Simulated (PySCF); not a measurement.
# How methods differ on the ionisation energy of Lu

Lu [Xe] 4f14 5d1 6s2 [5d3/2^1, M_J = 3/2] → Lu⁺ [Xe] 4f14 6s2, as a difference of total energies. All numbers are calculated (PySCF 2.14, the two-component X2C-1e Hamiltonian, in x2c-SVPall-2c (7s10p9d2f1g, 105 functions)). Correlated levels: [Ar] 3d10 frozen; the 6 highest virtual spinors dropped. "Screened" scales the spin-orbit matrix elements by Boettger's factors to mimic the two-electron term; Breit and QED terms are absent.

```tsv
method	ionisation energy (eV)	error (eV)
GHF (spin-free)	4.479	-0.947
GMP2 (spin-free)	5.060	-0.366
GHF (screened spin-orbit)	4.589	-0.837
GMP2 (screened spin-orbit)	5.240	-0.186
```

Reference: 5.426 eV (measured; NIST Atomic Spectra Database, ionization energies).

The spin-free rows lack the spin-orbit shift.

Errors of the correlated levels include the incompleteness of this basis and the frozen core.

MP2 underrates the near-degeneracy of ns² with np² in the lower species.
